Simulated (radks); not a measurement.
Values are calculated unless marked as measured or tabulated.
Question: Radial electron density D(r) = 4 pi r^2 rho(r) of an atom or ion with 52 electrons. Code: a radial shooting solver on a logarithmic mesh with Libxc functionals. Model: scalar-relativistic Kohn-Sham, PBE, spin-polarised, spherical densities, finite nucleus; Fermi nuclear charge, rms radius of each element as measured or else 0.836 A^(1/3) + 0.57 fm.

r (bohr)  D(r) (e/bohr)   spin D(r)
0.001264          2.927  -0.0000198
0.00146           3.738  -0.0000250
0.001673          4.697  -0.0000309
0.001932          5.959  -0.0000383
0.002231          7.528  -0.0000469
0.002577          9.464  -0.0000565
0.002976          11.83  -0.0000666
0.003437          14.69  -0.0000759
0.003969          18.10  -0.0000821
0.004547          21.88  -0.0000815
0.005252          26.48  -0.0000677
0.006065          31.68  -0.0000293
0.007004          37.40   0.0000511
0.008089          43.49    0.000201
0.009342          49.72    0.000463
0.01079           55.72    0.000899
0.01236           60.82     0.00155
0.01428           65.14     0.00261
0.01649           67.94     0.00422
0.01904           68.91     0.00656
0.02199           68.03     0.00987
0.02539           65.68      0.0144
0.02933           62.73      0.0201
0.0336            60.50      0.0266
0.0388            60.06      0.0342
0.04481           62.63      0.0414
0.05176           68.42      0.0467
0.05977           76.35      0.0479
0.06903           84.10      0.0431
0.07972           88.74      0.0315
0.09134           88.22      0.0162
0.1055            82.28    0.000576
0.1218            73.25    -0.00604
0.1407            65.54     0.00423
0.1625            63.13      0.0330
0.1876            66.74      0.0703
0.2167            72.67      0.0957
0.2483            74.75      0.0909
0.2867            68.80      0.0535
0.3311            55.00     0.00946
0.3824            39.00     0.00320
0.4417            27.68      0.0617
0.5101            24.18       0.161
0.5891            26.13       0.229
0.6749            28.23       0.204
0.7794            27.03      0.0918
0.9001            22.07     -0.0146
1.04              15.70     0.00841
1.201             10.36       0.218
1.387             7.030       0.564
1.601             5.337       0.917
1.835             4.437        1.13
2.119             3.585        1.14
2.447             2.631       0.946
2.826             1.684       0.651
3.263            0.9218       0.371
3.769            0.4278       0.175
4.353            0.1665      0.0676
4.987           0.05687      0.0226
5.759           0.01452     0.00549
6.651          0.002828    0.000980
7.681         0.0004061    0.000122

What is the nuclear charge?

Answer: Z = 53. The innermost maximum, from 1s, lies near gamma/Z bohr with gamma = sqrt(1 - (Z/c)^2) = 0.922, here 0.0174 bohr (found: 0.0190), and its height grows with Z. The density is that of the iodine ion I+ in [Kr] 4d10 5s2 5p4; the configuration itself is not fixed sharply by these data, and Z only to a few units. D(r) has 4 maxima, at r = 0.0190, 0.0843, 0.242, 0.697 bohr, and minima at 0.0370, 0.160, 0.510 bohr, inside which lie 1.98, 11.20, 28.96 electrons.
